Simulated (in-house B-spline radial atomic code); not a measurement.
## Zn⁴⁺: [Ar] 3d8

All numbers are computed (non-relativistic BHandHLYP, spin-polarised, spherical fractional occupations, exact exchange averaged over the configuration; point nucleus) with an all-electron radial atomic-structure program (B-spline basis), not measured.

Effective charges: Z_r = [3n² - l(l+1)]/(2<r>) from the radius, Z_e = n√(-2ε) from the energy, and Slater's rules. Values are occupation-weighted means over spin.

```tsv
shell	electrons	ε (eV)	<r> (bohr)	Z_r	Z_e	Slater
1s	2	-9579.3	0.0511	29.36	26.53	29.70
2s	2	-1239	0.2293	26.17	19.09	25.85
2p	6	-1098	0.1996	25.05	17.97	25.85
3s	2	-205.1	0.6811	19.82	11.65	18.75
3p	6	-158.81	0.701	17.83	10.25	18.75
3d	8	-81.287	0.7668	13.69	7.33	9.55
```

The least bound orbital is 3d down at -79.34 eV, and it is also the most diffuse (<r> = 0.7739 bohr).
